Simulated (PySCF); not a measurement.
F⁺: excitation energy

F⁺ [He] 2s2 2p4 (3P) → F⁺ [He] 2s1 2p5 (3P), as a difference of total energies. Calculation: PySCF 2.14, in x2c-QZVPPall (7s4p3d2f1g, 57 functions); scalar relativity by spin-free X2C-1e. Correlated levels: valence and next inner shell: nothing frozen. The calculations carry no spin-orbit coupling.

```
                                method  excitation energy (eV)  error (eV)
                                   UHF                  21.795      +1.364
    MP2 (valence and next inner shell)                  20.764      +0.333
SCS-MP2 (valence and next inner shell)                  20.695      +0.264
   CCSD (valence and next inner shell)                  20.553      +0.122
CCSD(T) (valence and next inner shell)                  20.475      +0.044
```

Reference: 20.431 eV (measured; NIST levels, between the centres of gravity of the two terms).

Errors of the correlated levels include the incompleteness of this basis.
